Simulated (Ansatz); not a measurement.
```xyz
10

C    -1.473    1.048   -0.509
In   -0.402   -0.717    0.126
C     1.732   -0.587    0.426
H    -1.368    1.834    0.243
H    -1.046    1.428   -1.440
H    -2.533    0.849   -0.662
H    -1.242   -2.212    0.392
H     2.158   -1.536    0.752
H     1.956    0.176    1.176
H     2.219   -0.283   -0.504
```

Total charge 0; spin multiplicity 1. In: def2 effective core potential.

Problem. List the CAM-B3LYP/def2-TZVPP orbital energies in eV (the Gaussian-basis code of Ansatz). (Estimate.)

Solution. The calculation gave: Occupied: -278.13, -278.13, -128.67, -85.46, -85.09, -85.06, -22.53, -22.32, -22.22, -22.21, -22.17, -20.31, -19.99, -12.61, -12.47, -12.45, -12.33, -12.26, -8.83, -8.49. Lowest empty: -0.45, 0.99, 1.24, 2.16, 2.54, 2.82, 4.17, 4.19.
